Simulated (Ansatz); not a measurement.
`F[Si]F` + `O[SiH3]` → `F[Si]O[SiH3]` + H–F at 600 K and 1 bar (ligand exchange at the Si–F bond).

Gas-phase electronic energies from Ansatz, PBE0-D4/def2-TZVP geometries. CCSD(T)/CBS adds triple-zeta CCSD(T) − MP2 to the extrapolated MP2 energy (def2 sets, frozen cores). This one scheme is used for every species. One conformer a species, not always the lowest.

| species | CCSD(T)/CBS energy (Eh) | H − E (kJ/mol) | S (J/(mol·K)) |
| --- | --- | --- | --- |
| `F[Si]F` | -488.75686 | 38.5 | 291.1 |
| `O[SiH3]` | -366.69042 | 135.7 | 307.9 |
| `F[Si]O[SiH3]` | -755.04483 | 134.2 | 412.7 |
| H–F | -100.39570 | 42.3 | 194.0 |

H − E and S are ideal-gas, rigid-rotor, harmonic terms from PBE0-D4/def2-TZVP, for one conformer and one mirror image of each species. 1 Eh = 2625.50 kJ/mol, R = 8.31446 J/(mol·K).

Q: By hand: ΔE, ΔH, ΔS and ΔG.

A: ΔE = (-755.04483) + (-100.39570) − (-488.75686) − (-366.69042) = 0.00675 Eh = 17.7 kJ/mol. Δ(H − E) = 134.2 + 42.3 − 38.5 − 135.7 = 2.3, so ΔH = 20.0 kJ/mol. ΔS = 412.7 + 194.0 − 291.1 − 307.9 = 7.7 J/(mol·K). ΔG = 20.0 − 600 × (7.7)/1000 = 15.4 kJ/mol.

Q: By hand: the equilibrium constant, and the temperature at which ΔG would vanish if ΔH and ΔS stayed fixed.

A: log₁₀ K = −ΔG/(RT ln 10) = -1.3. ΔG = 0 at ΔH/ΔS = 2597 K, far beyond where these terms or the molecules hold.

The number of gas molecules stays the same, so ΔS is small and ΔH decides. A doubt of 5 kJ/mol in ΔE shifts log₁₀ K by 0.4 here. Other conformers and mirror images would add mixing entropy, several J/(mol·K) or more a flexible species. Modes under 60 cm⁻¹, often nearly free rotors, make the harmonic entropy too high. These are equilibria of isolated gas molecules and say nothing of rates. Largest T1 diagnostic: 0.015 (customary marks: 0.02 for closed shells, 0.045 for open ones).
